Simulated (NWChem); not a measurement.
**Basis-set dependence for BeCl$_{2}$**

```xyz
3

Be     0.0000     0.0000     0.0000
Cl     0.0000     0.0000     1.8144
Cl     0.0000     0.0000    -1.8144
```
Charge 0, spin multiplicity 1.

Everything below was run with NWChem. All single points use one geometry, from PBE/def2-SVP, a minimum by its harmonic frequencies.

Hartree-Fock energies in Ha, correlation energies in mHa.

The correlated methods keep 11 core orbitals frozen. The structure started from a generated list of species. Coupled-cluster values serve here as a point of comparison, not as the truth.

| basis | functions | RHF | MP2 | SCS-MP2 | CCSD | CCSD+T(CCSD) | CCSD(T) | CR-CCSD[T] | CR-CCSD(T) |
|---|---|---|---|---|---|---|---|---|---|
| STO-3G | 23 | -923.77008 | -35.2 | -35.0 | -41.9 | -45.5 | -44.8 | -45.3 | -44.7 |
| def2-SVP | 45 | -933.48060 | -287.3 | -277.8 | -312.3 | -318.2 | -318.0 | -317.2 | -317.0 |
| def2-TZVP | 93 | -933.81738 | -402.8 | -394.6 | -437.5 | -455.4 | -455.2 | -451.4 | -451.3 |

From def2-SVP to def2-TZVP the Hartree-Fock energy moves by -336.8 mHa and the MP2 correlation energy by -115.4 mHa, which is 29 % of its value in the larger set.
